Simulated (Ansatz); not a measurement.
The same molecule with X = O, S, Se. Ansatz, PBE0-D4/def2-TZVP geometries, multiplicity 1.

Scalar relativity is left out up to krypton.

| X | molecule | mean X–C bond length / Å | zero-point energy (PBE0-D4/def2-TZVP) / kJ/mol | HOMO energy (ωB97M-V/def2-TZVPP) / eV | HOMO energy (PBE0/def2-TZVPP) / eV |
| --- | --- | --- | --- | --- | --- |
| O | `C#CC=O` | 1.202 | 98.2 | -10.69 | -8.21 |
| Se | `C#CC=[Se]` | 1.763 | 90.9 | -8.73 | -6.53 |

Question: Give the row for X = S, `C#CC=S`. (An estimate is asked.)

Answer: Ansatz gave: 
| X | molecule | mean X–C bond length / Å | zero-point energy (PBE0-D4/def2-TZVP) / kJ/mol | HOMO energy (ωB97M-V/def2-TZVPP) / eV | HOMO energy (PBE0/def2-TZVPP) / eV |
| --- | --- | --- | --- | --- | --- |
| S | `C#CC=S` | 1.617 | 92.8 | -9.09 | -6.84 |

From O to Se the mean X–C bond length rises at each step, by 0.561 Å in all; the zero-point energy (PBE0-D4/def2-TZVP) falls at each step, by 7.3 kJ/mol in all; the HOMO energy (ωB97M-V/def2-TZVPP) rises at each step, by 1.96 eV in all; the HOMO energy (PBE0/def2-TZVPP) rises at each step, by 1.68 eV in all. Bonds lengthen as the atom grows down the group.

Spin–orbit coupling is left out; it splits and shifts lone-pair levels of the heavy atoms by tenths of an eV.
